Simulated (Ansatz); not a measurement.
Species: C₂H₆OSi, SMILES `O[SiH]1CC1` (H–O–Si–C torsion 31°) (charge 0, multiplicity 1), formula C₂H₆OSi.

Q: How many basis functions does frozen-core CCSD(T)/cc-pVTZ // B3LYP-D3(BJ)/def2-TZVP run with Ansatz (a program for electronic structure) use, how many core orbitals are frozen, and how many electrons are correlated?

A: 208 basis functions and 8 frozen orbitals, which leaves 24 correlated electrons. Core time is of the order of minutes.
